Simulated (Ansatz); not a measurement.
Wavefunction ladder for C2H5CuN2 (`CC#[N+][Cu-][NH2]`)

Cartesian coordinates in Å:
```
C -1.547 1.580 1.537
C -0.747 0.719 0.700
N -0.110 0.034 0.035
Cu 0.924 -1.048 -1.016
N 1.848 -2.174 -2.104
H -1.129 1.613 2.545
H -1.558 2.591 1.124
H -2.571 1.206 1.588
H 2.426 -1.707 -2.795
H 2.465 -2.814 -1.616
```

The species carries charge 0 and has multiplicity 1. For Cu the d shell is correlated and the shells below it are frozen. Scalar relativity is left out up to krypton. The structure was optimised at the PBE0-D4/def2-TZVP level. It is one conformer, not always the lowest. Frozen core, restricted reference, the Gaussian-basis code of Ansatz.

| basis | HF (Eh) | MP2 corr. |
| --- | --- | --- |
| def2-SVP | -1826.08693 | -0.94330 |
| def2-TZVPP | -1826.54377 | -1.29246 |
| def2-QZVPP | -1826.59384 | -1.37387 |

(1) Estimate the CCSD correlation energy and the (T) correction in each basis where they were run (hartree).

## Answers

(1) 
| basis | CCSD corr. | (T) |
| --- | --- | --- |
| def2-SVP | -0.92800 | -0.03880 |
| def2-TZVPP | -1.22739 | -0.05963 |
